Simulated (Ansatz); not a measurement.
Job for Ansatz (an electronic-structure program): FCI/6-31G on BO, 2S+1 = 2, a point of a bond scan (R = 3.847 Å).

Ansatz 0.2 input:
```yaml
crystal:
  periodic: [false, false, false]
  atoms:
    - {symbol: B, position_ang: [-0.00000000, -0.00000000, -0.73974202]}
    - {symbol: O, position_ang: [0.00000000, 0.00000000, 3.10691648]}
basis:
  gaussian:
    orbitals: 6-31G
magnetization: {spin_polarized: false, initial_magnetization: 1}
correlation: {method: fci, electrons: outside_noble_gas}
```

Program output:

```
WARN ansatz: RAYON_NUM_THREADS=1 ignored (pool sized by the plan → 1); use --threads N
Functional definition: HF
integrals: 0.00 GiB planned
313 factors; integrals over basis functions are off by at most 1.2e-7 eV
mean field: 0.04 GiB planned
mean field evaluation 1: about -2694.7689 eV, gradient 2.8e1 eV
mean field evaluation 2: about -2694.7690 eV, gradient 2.8e1 eV
mean field evaluation 4: about -2695.5362 eV, gradient 2.0e1 eV
mean field evaluation 8: about -2695.5362 eV, gradient 2.0e1 eV
mean field evaluation 16: about -2697.3696 eV, gradient 1.5e-6 eV
mean field evaluation 32: about -2698.7028 eV, gradient 8.1e-1 eV
mean field evaluation 64: about -2698.7112 eV, gradient 2.7e-6 eV
mean field evaluation 96: about -2698.7170 eV, gradient 1.7e-2 eV
mean field evaluation 128: about -2698.7383 eV, gradient 1.2e-6 eV
mean field evaluation 160: about -2698.7034 eV, gradient 1.5e-1 eV
mean field evaluation 192: about -2698.7381 eV, gradient 6.6e-2 eV
mean field evaluation 224: about -2698.7004 eV, gradient 7.2e-1 eV
mean field evaluation 256: about -2698.6860 eV, gradient 1.5e-1 eV
mean field evaluation 288: about -2698.6771 eV, gradient 7.9e-4 eV
mean field evaluation 320: about -2697.3696 eV, gradient 1.5e-6 eV
mean field -2698.73829040 eV, -99.1768029017 hartree, gradient 1.2e-6 eV, S^2 0.750000; 23 other end points of the search recorded, 0 dependent functions left out
determinant -2698.73829040 eV, -99.1768029017 hartree, with singles and doubles -2702.24211626 eV, -99.3055661271 hartree
determinant -2698.71122969 eV, -99.1758084389 hartree, with singles and doubles -2702.30537362 eV, -99.3078907922 hartree
determinant -2698.70396727 eV, -99.1755415499 hartree, with singles and doubles -2702.29962658 eV, -99.3076795925 hartree
determinant -2698.68279105 eV, -99.1747633380 hartree, with singles and doubles -2702.26583299 eV, -99.3064377007 hartree
determinant -2698.67707027 eV, -99.1745531035 hartree, with singles and doubles -2702.29637464 eV, -99.3075600856 hartree
determinant -2697.36964157 eV, -99.1265059850 hartree, with singles and doubles -2703.11443647 eV, -99.3376233034 hartree
determinant -2697.36964157 eV, -99.1265059850 hartree, with singles and doubles -2704.78999391 eV, -99.3991989039 hartree
unrestricted determinant -2702.10074698 eV, -99.3003709017 hartree, S^2 1.7508
2 core orbitals not correlated
reference -2698.73829040 eV, -99.1768029017 hartree; 5, 4 occupied and 11, 12 virtual orbitals, 313 factors
configuration interaction: 1.17 GiB planned
state -2704.86822406 eV, -99.4020738088 hartree
2 core orbitals not correlated
configuration interaction: 1.17 GiB planned
state -2704.86853989 eV, -99.4020854151 hartree
Total energy: -2704.86853989 eV, -99.4020854151 hartree
```

Self-consistency was reached.

Cost: very roughly 2.9 core-minutes.
